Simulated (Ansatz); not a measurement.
Start from `S[Si]Cl` and change one element to get `S[Si]Br`.

Ansatz, PBE0-D4/def2-TZVP geometries, multiplicity 1. Each molecule was computed in one conformer, which needn't be the lowest.

Scalar relativity is left out up to krypton.

| property | `S[Si]Cl` |
| --- | --- |
| zero-point energy (PBE0-D4/def2-TZVP) / kJ/mol | 30.2 |
| HOMO–LUMO gap (B3LYP/def2-TZVPP) / eV | 4.41 |
| HOMO–LUMO gap (PBE0/def2-TZVPP) / eV | 4.75 |
| ideal-gas entropy at 298 K and 1 bar (rigid rotor, harmonic PBE0-D4/def2-TZVP) / J/(mol·K) | 293 |
| size of the dipole moment (PBE/def2-TZVPP) / D | 1.58 |
| LUMO energy (PBE0/def2-TZVPP) / eV | -2.49 |

Q: Give the same properties after the change, and the shifts. (Estimate.)

A: The calculation gave: 
| property | `S[Si]Br` | shift |
| --- | --- | --- |
| zero-point energy (PBE0-D4/def2-TZVP) / kJ/mol | 29.3 | -0.9 |
| HOMO–LUMO gap (B3LYP/def2-TZVPP) / eV | 4.26 | -0.15 |
| HOMO–LUMO gap (PBE0/def2-TZVPP) / eV | 4.60 | -0.15 |
| ideal-gas entropy at 298 K and 1 bar (rigid rotor, harmonic PBE0-D4/def2-TZVP) / J/(mol·K) | 305 | 12 |
| size of the dipole moment (PBE/def2-TZVPP) / D | 1.69 | 0.11 |
| LUMO energy (PBE0/def2-TZVPP) / eV | -2.60 | -0.11 |

Dipoles are sizes alone; their direction can turn.

B3LYP here is the variant with VWN-RPA as its local correlation; programs differ in this.

Spin–orbit coupling is left out; it splits and shifts lone-pair levels of the heavy atoms by tenths of an eV.
